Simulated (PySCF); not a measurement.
GaF₃ (singlet). Method: PBE0/[Ga def2-TZVP, F def2-TZVP], no relativity, density fitting, PySCF.

Harmonic bands of its minimum:

| ω (cm⁻¹) | IR (km/mol, summed over degenerate members) | degeneracy |
| --- | --- | --- |
| 182 | 61.4 | 2 |
| 201 | 61.8 | 1 |
| 671 | 0.0 | 1 |
| 755 | 219 | 2 |

The central atom is Ga. Infer the point group and assign the bands.

D3h. The modes span 2e' + a2'' + a1': 182 e', 201 a2'', 671 a1', 755 e'. The computed geometry has Ga–F 1.724 Å (×3); F–Ga–F 120.0° (×3).
